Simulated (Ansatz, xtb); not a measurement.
AlGeH5Si: where a starting geometry ends

The starting geometry of this gas-phase singlet was built from a drawn formula by distance geometry and a force field; its bonds are those of `[AlH]1[SiH2][GeH2]1`.

```xyz
8

Al   -1.0970    1.9939    1.2032
Ge   -1.5513    0.0916   -0.3502
Si   -2.8317    1.9843   -0.4641
H    -0.3153    2.6684    2.3775
H    -2.5650    2.8642   -1.6307
H    -4.1845    1.8823    0.1198
H    -0.3968   -0.0643   -1.4282
H    -2.1382   -1.1182    0.4372
```

Q: Predict what it relaxes into with r2SCAN-D4/def2-SVP.

A: It keeps its bonds, and is `[AlH]1[SiH2][GeH2]1`.

The energy falls by 0.41 eV over 7 steps:

```tsv
step	E − E(last) (eV)
1	0.407
2	0.035
3	0.004
4	0.001
5	0.000
6	0.000
7	0.000
```

Final geometry (Å):

```yaml
atoms:
  - { symbol: Al, position_ang: [-1.0549, 2.0363, 1.2604] }
  - { symbol: Ge, position_ang: [-1.3889, 0.0993, -0.1928] }
  - { symbol: Si, position_ang: [-2.8201, 2.0725, -0.3974] }
  - { symbol: H, position_ang: [-0.2420, 2.7127, 2.4463] }
  - { symbol: H, position_ang: [-2.6947, 2.8613, -1.6644] }
  - { symbol: H, position_ang: [-4.2612, 1.9072, -0.0244] }
  - { symbol: H, position_ang: [-0.5138, -0.2013, -1.4220] }
  - { symbol: H, position_ang: [-2.1042, -1.1859, 0.2587] }
```

From the same start GFN2-xTB ends elsewhere, differing in Al1–H8 (1.57 against 3.53 Å here), Ge2–H8 (3.57 against 1.54 Å here).

The end wasn't checked by frequencies. Run with Ansatz 0.2.0, 17 s on 2 threads of Intel(R) Xeon(R) Platinum 8259CL CPU @ 2.50GHz (Skylake/Cascade Lake), with other jobs on the host.
